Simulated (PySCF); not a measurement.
C₄H₉N₃SSi.
Numbering: `[CH3:1][S:2][c:3]1[n:4][n:5]([SiH3:6])[n:7][c:8]1[CH3:9]` (hydrogens: H10, H11, H12 on C1; H13, H14, H15 on Si6; H16, H17, H18 on C9)

The same species was optimised twice, with GFN2-xTB and with PBE0-D3(BJ)/def2-SVP (PySCF), and the same property calculations (PySCF, gas phase) were run on both structures.

| coordinate | GFN2-xTB | PBE0-D3(BJ)/def2-SVP | change |
| --- | --- | --- | --- |
| N5–Si6 (Å) | 1.757 | 1.787 | +0.030 |
| C1–S2 (Å) | 1.814 | 1.803 | -0.011 |
| S2–C3 (Å) | 1.736 | 1.744 | +0.008 |
| N7–C8 (Å) | 1.316 | 1.323 | +0.007 |
| C8–C9 (Å) | 1.480 | 1.484 | +0.004 |
| N4–N5 (Å) | 1.332 | 1.335 | +0.003 |
| C3–C8 (Å) | 1.422 | 1.424 | +0.002 |
| C3–N4 (Å) | 1.320 | 1.322 | +0.002 |
| N5–N7 (Å) | 1.327 | 1.327 | 0.000 |
| N4–N5–N7 (°) | 113.2 | 114.5 | +1.3 |
| S2–C3–C8 (°) | 127.5 | 126.2 | -1.3 |
| Si6–N5–N7 (°) | 122.8 | 121.6 | -1.2 |
| N5–N7–C8 (°) | 106.5 | 105.4 | -1.1 |
| C3–N4–N5 (°) | 105.1 | 104.1 | -1.0 |
| S2–C3–N4 (°) | 124.1 | 124.9 | +0.8 |
| N7–C8–C9 (°) | 124.8 | 124.0 | -0.8 |
| C3–C8–C9 (°) | 128.4 | 128.9 | +0.5 |
| C1–S2–C3–N4 (°) | -2 | 1 | +3 |

Rotational constants: A = 1852, B = 814.5, C = 573.6 MHz (GFN2-xTB) against A = 1859, B = 798.1, C = 566.2 MHz (PBE0-D3(BJ)/def2-SVP).

On the GFN2-xTB structure: HOMO (eV) -6.23 [PBE0/pcSseg-1]; LUMO (eV) -0.18 [PBE0/pcSseg-1]; dipole (D) 1.15 [PBE0/pcSseg-1]; GIAO shielding of C1 (ppm) 167.3 [PBE0/pcSseg-1]; GIAO shielding of S2 (ppm) 542.6 [PBE0/pcSseg-1]; GIAO shielding of C3 (ppm) 33.8 [PBE0/pcSseg-1]; GIAO shielding of N4 (ppm) -98.2 [PBE0/pcSseg-1]; GIAO shielding of N5 (ppm) 9.9 [PBE0/pcSseg-1]; GIAO shielding of Si6 (ppm) 396.3 [PBE0/pcSseg-1]; GIAO shielding of N7 (ppm) -109.8 [PBE0/pcSseg-1]; GIAO shielding of C8 (ppm) 38.3 [PBE0/pcSseg-1].

Task: What do these properties become on the PBE0-D3(BJ)/def2-SVP structure?

Result: 
```tsv
property	level	on GFN2-xTB	on PBE0-D3(BJ)/def2-SVP	change
HOMO (eV)	PBE0/pcSseg-1	-6.23	-6.27	-0.04
LUMO (eV)	PBE0/pcSseg-1	-0.18	-0.26	-0.08
dipole (D)	PBE0/pcSseg-1	1.15	0.99	-0.16
energy, GFN2-xTB geometry as zero (kcal/mol)	PBE0/pcSseg-1	0.0	-1.5	-1.5
GIAO shielding of C1 (ppm)	PBE0/pcSseg-1	167.3	166.7	-0.6
GIAO shielding of S2 (ppm)	PBE0/pcSseg-1	542.6	538.1	-4.5
GIAO shielding of C3 (ppm)	PBE0/pcSseg-1	33.8	32.7	-1.1
GIAO shielding of N4 (ppm)	PBE0/pcSseg-1	-98.2	-96.4	+1.8
GIAO shielding of N5 (ppm)	PBE0/pcSseg-1	9.9	6.4	-3.5
GIAO shielding of Si6 (ppm)	PBE0/pcSseg-1	396.3	395.0	-1.3
GIAO shielding of N7 (ppm)	PBE0/pcSseg-1	-109.8	-110.6	-0.8
GIAO shielding of C8 (ppm)	PBE0/pcSseg-1	38.3	37.0	-1.3
```

The heavy atoms differ by 0.031 Å rms after alignment. Among bonds between heavy atoms N5–Si6 changes most (+0.030 Å). Changes are differences of the printed values. Neither structure is proved a minimum here.

Shape of the structure used: `[CH3:1][S:2][c:3]1[n:4][n:5]([SiH3:6])[n:7][c:8]1[CH3:9]`: C1–S2–C3–N4 1°.
